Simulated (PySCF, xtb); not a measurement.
GeH₃Cl, SMILES [Cl][GeH3].

GFN2-xTB (xtb 6.7.1) at its own geometry gives an orbital gap of 7.57 eV and a dipole moment of 1.07 D.

The structure is a stationary point at PBE0-D3(BJ)/def2-TZVP.

Question: What does HF/def2-TZVPD in PySCF give? (Estimate from the structure and the level; the computed values follow.)

Answer: gap 13.98 eV (levels -12.07 and 1.92 eV), dipole 2.13 D.
